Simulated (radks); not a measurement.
The numbers below are computed, except where a source is named.
Ionisation of Os2+, [Xe] 4f14 5d6, to Os3+, [Xe] 4f14 5d5, under several functionals. Dirac Kohn-Sham, spin-unpolarised, spherical densities, finite nucleus; open shells are shared between the two j in proportion to 2j + 1; a radial shooting solver on a logarithmic mesh with Libxc functionals.

[
 {"functional": "OLYP", "E(Os2+) (hartree)": "-17283.7994", "Exc (hartree)": "-346.7653", "IE (eV)": "28.803", "-e(HOMO) (eV)": "22.380", "<r> HOMO (bohr)": "1.712", "IE error (eV)": "+3.803"},
 {"functional": "HCTH/407", "E(Os2+) (hartree)": "-17287.6570", "Exc (hartree)": "-350.7822", "IE (eV)": "29.174", "-e(HOMO) (eV)": "22.742", "<r> HOMO (bohr)": "1.707", "IE error (eV)": "+4.174"},
 {"functional": "LDA (Slater exchange, Perdew-Zunger correlation)", "E(Os2+) (hartree)": "-17267.7550", "Exc (hartree)": "-330.3973", "IE (eV)": "29.150", "-e(HOMO) (eV)": "22.766", "<r> HOMO (bohr)": "1.724", "IE error (eV)": "+4.150"},
 {"functional": "BLYP", "E(Os2+) (hartree)": "-17278.6266", "Exc (hartree)": "-341.3540", "IE (eV)": "28.758", "-e(HOMO) (eV)": "22.391", "<r> HOMO (bohr)": "1.731", "IE error (eV)": "+3.758"},
 {"functional": "SOGGA", "E(Os2+) (hartree)": "-17272.0907", "Exc (hartree)": "-334.7769", "IE (eV)": "28.758", "-e(HOMO) (eV)": "22.380", "<r> HOMO (bohr)": "1.720", "IE error (eV)": "+3.758"},
 {"functional": "AM05", "E(Os2+) (hartree)": "-17268.1479", "Exc (hartree)": "-330.8027", "IE (eV)": "28.862", "-e(HOMO) (eV)": "22.475", "<r> HOMO (bohr)": "1.718", "IE error (eV)": "+3.862"},
 {"functional": "exchange-only PBE", "E(Os2+) (hartree)": "-17273.1407", "Exc (hartree)": "-335.8141", "IE (eV)": "27.753", "-e(HOMO) (eV)": "21.433", "<r> HOMO (bohr)": "1.743", "IE error (eV)": "+2.753"}
]

NIST Atomic Spectra Database: 25 eV (theoretical). Closest: exchange-only PBE. The Delta-SCF values span 1.42 eV, the total energies 19.90 hartree. The highest occupied level is 5d5/2. Spin polarisation and multiplet splitting are left out, so open shells lie too high by an amount that depends on their filling. Sharing an open shell by 2j + 1 raises it above the true ground level by a part of the spin-orbit splitting, which enters the differences from NIST.

Beside tabulated values, note that spin-unpolarised runs miss the spin-polarisation part of the exchange energy of open shells.
